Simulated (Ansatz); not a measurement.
arsine (SMILES [AsH3]) moved off its minimum; all values from Ansatz (a quantum-chemistry and plane-wave program), cores frozen in correlated methods.
(charge 0, multiplicity 1)
```xyz
4

As    -0.0170     0.0472     0.0654
H     -0.7200    -1.0507    -0.7573
H     -0.3697     1.1656    -0.7416
H      1.0994    -0.1434    -0.8303
```

| level | largest force (eV/Å) | on atom | rms difference from CCSD(T)/aug-cc-pVTZ (eV/Å) | dipole (D) |
|---|---|---|---|---|
| HF/def2-TZVPP | 2.28 | As1 | 0.263 | 0.44 |
| PBE/def2-TZVPP | 2.93 | As1 | 0.126 | 0.40 |
| r2SCAN/def2-TZVPP | 2.57 | As1 | 0.097 | 0.47 |
| B3LYP/def2-TZVPP | 2.62 | As1 | 0.047 | 0.35 |
| wB97M-V/def2-TZVPP | 2.47 | As1 | 0.144 | 0.38 |
| MP2/aug-cc-pVTZ | 2.54 | As1 | 0.113 | 0.41 |
| CCSD(T)/aug-cc-pVTZ | 2.70 | As1 | 0.000 | 0.41 |

The differences count from one level among others, with limits of its own. Forces at CCSD(T)/aug-cc-pVTZ (eV/Å):

```
atom      Fx      Fy      Fz
----  ------  ------  ------
As1   -0.421  -1.849   1.915
H2    -0.285   0.417   0.147
H3    -1.067   1.717  -1.302
H4     1.773  -0.286  -0.760
```
